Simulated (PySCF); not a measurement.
**C2H8GeSi: core ionisation energies**

Species: C2H8GeSi.
Z-matrix (Å and degrees, PBE0-D3(BJ)/def2-SVP geometry), rows numbered from 1:
```
C 
C   1  1.3355
Ge  2  1.9449  1  124.05
Si  3  2.3839  2  110.57  1    -1.01
H   1  1.0964  2  122.26  3     0.24
H   1  1.0960  2  121.91  3  -179.79
H   2  1.0976  1  118.63  3   179.77
H   3  1.5447  2  109.37  1   120.55
H   3  1.5445  2  109.46  1  -122.71
H   4  1.4947  3  110.10  2  -174.41
H   4  1.4956  3  110.42  2    65.49
H   4  1.4958  3  110.36  2   -54.41
```

Level of theory: PySCF 2.14.0, delta-SCF UKS SCAN, pcX-2 on the ionised atom, pcseg-1 elsewhere, spin-free X2C. These are vertical core ionisation energies against the vacuum level, from separate self-consistent calculations with and without the core hole.

Give the core binding energies atom by atom.

```
atom(s)           environment     level  binding energy (eV)  2p1/2 (eV)  above the level's lowest (eV)  count
    Si4          SiH3 silicon  Si 2p3/2               106.58      107.20                           0.00      1
     C2      alkene CH carbon      C 1s               290.23           –                           0.00      1
     C1  terminal =CH2 carbon      C 1s               290.44           –                          +0.21      1
    Si4          SiH3 silicon     Si 1s              1846.27           –                           0.00      1
```

The 2 C 1s values lie within 0.21 eV of each other; Gaussian lines of 0.5 eV full width would blend them into one maximum.

Which effective nuclear charge Zeff reproduces each element's mean 1s value in the hydrogen-like formula E = 13.606 eV × Zeff²?

C (Z = 6): mean 290.3 eV, Zeff = 4.62, Z − Zeff = 1.38; Si (Z = 14): mean 1846.3 eV, Zeff = 11.65, Z − Zeff = 2.35. Means run over the listed sites, weighted by atom count.

Spin–orbit and ligand-field terms were added within each 2p shell after the spin-free SCF. 2p1/2 minus 2p3/2 (ligand field included): Si 0.62 eV. No level of germanium is listed. The structure is a single PBE0-D3(BJ)/def2-SVP conformer in the gas phase; no vibrational or solvent corrections.

On one thread of an Arm Neoverse V1, on a shared host, this took 25 s.
